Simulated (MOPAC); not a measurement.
Input for MOPAC: PM6 on P2+, 2S+1 = 2, a spin state set in the input, which need not be the lowest, a point of a bond scan (R = 1.828 Å). Charge +1.

```
PM6 1SCF PRECISE CHARGE=1 UHF MS=0.5 THREADS=1
P2

P      0.00000000 1     0.00000000 1     0.00000000 1
P      0.00000000 1     0.00000000 1     1.82795300 1
```

It printed:

```
*******************************************************************************
 **                                                                           **
 **                              MOPAC v23.2.5                                **
 **                                                                           **
 *******************************************************************************
 ** MOPAC's Digital Object Identifier: https://doi.org/10.5281/zenodo.6511958 **
 **                                                                           **
 ** Please cite the open-source release paper for use of this MOPAC version:  **
 ** J. E. Moussa and J. J. P. Stewart (2026)                                  **
 ** MOPAC: An open-source semiempirical molecular orbital program             **
 ** J. Open Source Softw., 11(119), 8025, https://doi.org/10.21105/joss.08025 **
 *******************************************************************************

                              PM6 CALCULATION RESULTS

 *******************************************************************************
 *  PM6        - The PM6 Hamiltonian to be used
 *  UHF        - UNRESTRICTED HARTREE-FOCK CALCULATION
 *
 *
 *
 *                 CHARGE ON SYSTEM = +1
 *
 *
 *
 *  MS=        - IN MECI, MAGNETIC COMPONENT OF SPIN =  0.5
 *  PRECISE    - TIGHTER CRITERIA TO BE USED
 *  1SCF       - DO 1 SCF AND THEN STOP
 *  THREADS=1  - MULTI-THREADING NOT USED
 *  T=         - A TIME OF 172800.0 SECONDS REQUESTED
 *  DUMP=N     - RESTART FILE WRITTEN EVERY 7200.0 SECONDS REQUESTED
 *******************************************************************************
PM6 1SCF PRECISE CHARGE=1 UHF MS=0.5 THREADS=1
 P2

   ATOM   CHEMICAL          X               Y               Z
  NUMBER   SYMBOL      (ANGSTROMS)     (ANGSTROMS)     (ANGSTROMS)

     1       P          0.00000000  *   0.00000000  *   0.00000000  *
     2       P          0.00000000  *   0.00000000  *   1.82795300  *



          CARTESIAN COORDINATES

    NO.       ATOM           X           Y           Z

     1         P          0.0000      0.0000      0.0000
     2         P          0.0000      0.0000      1.8280

 General Reference for PM6:
 "Optimization of Parameters for Semiempirical Methods V: Modification of NDDO Approximations
 and Application to 70 Elements", J. J. P. Stewart, J. Mol. Mod., 13, 1173-1213 (2007)
 URL: https://link.springer.com/article/10.1007/s00894-007-0233-4

           Empirical Formula: P2  =     2 atoms



      MOLECULAR POINT GROUP   :   D*h


          UHF CALCULATION, NO. OF ALPHA ELECTRONS =    5
                           NO. OF BETA  ELECTRONS =    4

 -------------------------------------------------------------------------------
 PM6 1SCF PRECISE CHARGE=1 UHF MS=0.5 THREADS=1
 P2



     1SCF WAS SPECIFIED, SO BFGS WAS NOT USED
     SCF FIELD WAS ACHIEVED


                              PM6 CALCULATION
                                                       MOPAC v23.2.5 Linux




          FINAL HEAT OF FORMATION =        294.27562 KCAL/MOL =    1231.24918 KJ/MOL


          COSMO AREA              =         79.75 SQUARE ANGSTROMS
          COSMO VOLUME            =         63.56 CUBIC ANGSTROMS

          IONIZATION POTENTIAL    =         16.605379 EV
          ALPHA SOMO LUMO (EV)    =        -16.836 -7.507
          BETA  SOMO LUMO (EV)    =        -16.605-11.041
          NO. OF ALPHA ELECTRONS  =          5
          NO. OF BETA  ELECTRONS  =          4
          MOLECULAR WEIGHT        =         61.9475         POINT GROUP:  D*h

          MOLECULAR DIMENSIONS (Angstroms)

            Atom       Atom       Distance
            P     2    P     1     1.82795
            P     2    P     1     0.00000
            P     1    P     2     0.00000


          SCF CALCULATIONS        =          1





   ATOM   CHEMICAL          X               Y               Z
  NUMBER   SYMBOL      (ANGSTROMS)     (ANGSTROMS)     (ANGSTROMS)

     1       P          0.00000000  *   0.00000000  *   0.00000000  *
     2       P          0.00000000  *   0.00000000  *   1.82795300  *

                             CARTESIAN COORDINATES

   1    P        0.000000000     0.000000000     0.000000000
   2    P        0.000000000     0.000000000     1.827953000


           Empirical Formula: P2  =     2 atoms



      MOLECULAR POINT GROUP   :   D*h


          ALPHA EIGENVALUES
 -31.38354 -21.47030 -18.28137 -17.78426 -16.83596  -7.50652  -7.01412  -2.57188
 117.76193 117.77372 118.15692 118.65889 124.99790 125.17174 131.39750 131.72476
 131.73597 131.89932


           BETA EIGENVALUES
 -30.78852 -21.14066 -17.54438 -16.60538 -11.04137  -6.80197  -5.94982  -2.40266
 118.33688 118.33733 118.68744 118.77387 125.10050 125.40058 131.71923 131.93811
 132.02012 132.02239


              NET ATOMIC CHARGES AND DIPOLE CONTRIBUTIONS

  ATOM NO.   TYPE          CHARGE      No. of ELECS.   s-Pop       p-Pop       d-Pop
    1          P           0.500000        4.5000     1.83481     2.65239     0.01280
    2          P           0.500000        4.5000     1.83481     2.65239     0.01280
 DIPOLE           X         Y         Z       TOTAL
 POINT-CHG.     0.000     0.000     0.000     0.000
 HYBRID         0.000     0.000    -0.000     0.000
 SUM            0.000     0.000     0.000     0.000


          ATOMIC ORBITAL ELECTRON POPULATIONS

     Atom    s        px        py        pz      x^2-y^2     xz        z^2       yz        xy
    1  P   1.83481   0.99558   0.49778   1.15902   0.00002   0.00442   0.00615   0.00222   0.00000
    2  P   1.83481   0.99558   0.49778   1.15902   0.00002   0.00442   0.00615   0.00222   0.00000


                    (SZ)    =    0.500000
                    (S**2)  =    0.750083


          ATOMIC ORBITAL SPIN POPULATIONS

    Atom   Total    s     px     py     pz   x^2-y^2  xz     z^2    yz     xy
         Atomic
    1  P  0.5000  0.002 -0.000  0.498 -0.001  0.000  0.000 -0.000  0.002  0.000
    2  P  0.5000  0.002 -0.000  0.498 -0.001  0.000  0.000 -0.000  0.002  0.000

 **********************
 *                    *
 * JOB ENDED NORMALLY *
 *                    *
 **********************




 == MOPAC DONE ==
```

The run finished.

Cost: roughly 0.06 core-seconds.
